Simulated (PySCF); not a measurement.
CHCl, SMILES [CH]Cl (connectivity only; charge and spin as stated), neutral, multiplicity 1.

Geometry: PBE0-D3(BJ)/def2-TZVPD. The isomer is the one that the SMILES or the coordinates give; other isomers of the formula were not compared.

Two levels are set side by side: PBE/def2-TZVPD (PySCF) and PBE0/def2-TZVPD (PySCF). Same geometry, gas phase. Differences are taken from unrounded values.

| quantity | PBE0 |
|---|---|
| orbital gap (eV) | 3.73 |
| highest occupied level (eV) | -7.04 |
| lowest empty level (eV) | -3.30 |
| dipole moment (D) | 1.57 |
| mean polarisability (bohr³) | 28.8 |

Task: What does PBE give, and how far is it from PBE0? (An estimate is asked for; the answer gives what the named calculation found.)

Result: 
```tsv
quantity	PBE	PBE minus PBE0
orbital gap (eV)	1.17	-2.56
highest occupied level (eV)	-5.65	1.39
lowest empty level (eV)	-4.47	-1.17
dipole moment (D)	1.60	0.02
mean polarisability (bohr³)	29.9	1.2
```

PBE's occupied levels lie high since its potential decays too fast outside the molecule; exact exchange lowers them and widens the gap. PBE's more diffuse valence density responds more strongly to a field. Differences between two approximate levels are no errors against the true value.

Rough cost on one machine, each run with all the roots and properties that it gave: PBE0 against PBE within a factor of 2.
